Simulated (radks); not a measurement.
Species: Ti I. Configuration: [Ar] 3d2 4s2. All-electron calculation, scalar-relativistic Kohn-Sham, AM05, spin-polarised, spherical densities, finite nucleus; open shells are filled with parallel spins first; Fermi nuclear charge, rms radius 3.5921 fm. Program: a radial shooting solver on a logarithmic mesh with Libxc functionals.

Unscreened Slater integrals over Kohn-Sham orbitals (hartree). They are taken over the spin-up orbitals.

F0(4s,4s): 0.26302
F0(4s,3d): 0.32614
G2(4s,3d): 0.055360
F0(4s,3p): 0.34050
G1(4s,3p): 0.020253
F0(4s,3s): 0.34249
G0(4s,3s): 0.014042
F0(3d,3d): 0.59772
F2(3d,3d): 0.26619
F4(3d,3d): 0.16374
F0(3d,3p): 0.69370
F2(3d,3p): 0.31643
G1(3d,3p): 0.39337
G3(3d,3p): 0.23466
F0(3d,3s): 0.71357
G2(3d,3s): 0.29364
F0(3p,3p): 0.83194
F2(3p,3p): 0.41618
F0(3p,3s): 0.86099
G1(3p,3s): 0.57091
F0(3s,3s): 0.89335

Derived for the open shells (J is the average intra-shell exchange parameter used in DFT+U). 3d: Racah B = F2/49 - 5 F4/441 = 0.003576 hartree, C = 35 F4/441 = 0.01300 hartree, C/B = 3.63, F4/F2 = 0.615, J = (F2 + F4)/14 = 0.03071 hartree.
